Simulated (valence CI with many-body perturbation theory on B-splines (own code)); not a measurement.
Ar¹²⁺: magnetic and hyperfine properties of the levels

Computed by valence CI with perturbative core correlation (CI+MBPT): four valence electrons over a frozen Dirac-Fock core [He], a basis of 11 s, 11 p, 10 d, 8 f, 5 g, 2 h functions for each j, with the one-electron correlation potential Σ1 (screened to all orders), the two-electron term Σ2, the three-electron term Σ3, Breit, model QED; selected single and double excitations, second order for the rest, scaled by the run's own slope (own B-spline code, finite nucleus).

No measured levels were compared; by estimate levels of excited configurations hold to 0.05 to 0.15 % of their energy, terms of the ground configuration to about 0.5 %. Among the levels kept, up to 890 cm⁻¹ of a level comes from second order outside the variational space, and about a tenth of that is noise between levels of different J, which matters for small intervals.

A/g_I is the dipole constant over the nuclear g factor μ/I (μ in nuclear magnetons, uniformly magnetised nucleus), B/Q the quadrupole constant per barn. Both hold the static response of the core; the bare values leave it out. Large factors of s and p1/2 electrons are usually good to 5 to 10 %; those of open d and f shells near neutrality can be off by tens of per cent, and small factors of p3/2, d and f electrons come from cancelling terms and can be off by a factor of two or in sign, in half-filled shells by more. B is blank for J = 1/2, where it vanishes, and for nearly pure S terms. Energies count from the lowest level. Levels with J = 0 are left out.

Names give the largest LS component (configuration and term), which can be under half, so a name can repeat, a term be missing and a line seem to break the LS rules; names also repeat where a configuration has a term twice.

| Level | E (× 10³ cm⁻¹) | g | A/g_I (MHz) | A/g_I bare | B/Q (MHz/b) | B/Q bare |
| --- | --- | --- | --- | --- | --- | --- |
| 2s2 2p2 3P_1 | 9.85 | 1.500 | -374 | 714 | 7400 | 7450 |
| 2s2 2p2 3P_2 | 21.84 | 1.486 | 10700 | 11600 | -13800 | -13900 |
| 2s2 2p2 1D_2 | 85.21 | 1.012 | 14200 | 14300 | 28400 | 28600 |
| 2s 2p3 5S°_2 | 227.26 | 1.999 | 33800 | 34500 |  |  |
| 2s 2p3 3D°_2 | 422.76 | 1.175 | 21500 | 21300 | 8510 | 8570 |
| 2s 2p3 3D°_1 | 423.31 | 0.516 | -22200 | -21400 | 4370 | 4390 |
| 2s 2p3 3D°_3 | 424.04 | 1.332 | 35500 | 35000 | -119 | -125 |
| 2s 2p3 3P°_1 | 496.01 | 1.484 | 49400 | 48700 | -4490 | -4530 |
| 2s 2p3 3P°_2 | 497.22 | 1.488 | 39400 | 38800 | -8400 | -8460 |
| 2s 2p3 1D°_2 | 626.24 | 1.002 | 15800 | 15800 | -485 | -472 |
| 2s 2p3 3S°_1 | 629.01 | 1.970 | -34600 | -30000 |  |  |
| 2s 2p3 1P°_1 | 699.26 | 1.026 | 12800 | 13000 | 346 | 340 |
| 2p4 3P_2 | 955.50 | 1.490 | 6580 | 8270 | 13500 | 13600 |
| 2p4 3P_1 | 971.23 | 1.500 | -2190 | -351 | -7070 | -7120 |
| 2p4 1D_2 | 1026.3 | 1.008 | 16000 | 16000 | -27900 | -28100 |
| 2s2 2p 3s 3P°_1 | 3140.7 | 1.448 | 36400 | 35800 | -5380 | -5420 |
| 2s2 2p 3s 3P°_2 | 3159.2 | 1.500 | 15700 | 16000 | 15400 | 15500 |
| 2s2 2p 3s 1P°_1 | 3175.5 | 1.050 | 5730 | 6480 | 13100 | 13200 |
| 2s2 2p 3p 1P_1 | 3245.2 | 0.796 | 24900 | 24500 | -3540 | -3560 |
| 2s2 2p 3p 3D_1 | 3260.2 | 0.840 | 3800 | 3490 | 1450 | 1460 |
| 2s2 2p 3p 3D_2 | 3261.9 | 1.171 | 11600 | 11700 | 6480 | 6510 |
| 2s2 2p 3p 3D_3 | 3277.4 | 1.333 | 5730 | 6170 | 19400 | 19600 |
| 2s2 2p 3p 3S_1 | 3282.4 | 1.716 | -1160 | -49.4 | -820 | -825 |
| 2s2 2p 3p 3P_1 | 3293.2 | 1.646 | 8530 | 9360 | 5040 | 5070 |
| 2s2 2p 3p 3P_2 | 3297.5 | 1.477 | 9370 | 9930 | -5630 | -5670 |
| 2s2 2p 3p 1D_2 | 3330.7 | 1.016 | 9030 | 9110 | 18000 | 18200 |
| 2s 2p2 3s 5P_1 | 3370.3 | 2.497 | 62100 | 61600 | -1540 | -1550 |
| 2s 2p2 3s 5P_2 | 3378.4 | 1.832 | 36300 | 36100 | 15500 | 15600 |
| 2s2 2p 3d 3F°_2 | 3380.9 | 0.752 | 11900 | 11600 | 2820 | 2850 |
| 2s 2p2 3s 5P_3 | 3388.7 | 1.665 | 36500 | 36300 | -15600 | -15700 |
| 2s2 2p 3d 3F°_3 | 3391.0 | 1.093 | 6810 | 6810 | 6530 | 6590 |
| 2s2 2p 3d 1D°_2 | 3395.5 | 0.984 | -1030 | -1190 | -8160 | -8200 |

Take the isotope of mass number 39, with I = 7/2, μ = -1.59 μN and Q = -0.116 b. What is the hyperfine structure of 2s2 2p2 3P_2?

From the table A = -4840 MHz, B = 1600 MHz. Shifts from the centre of gravity in MHz: F = 3/2: 44400, F = 5/2: 31600, F = 7/2: 14100, F = 9/2: -7800, F = 11/2: -33500.
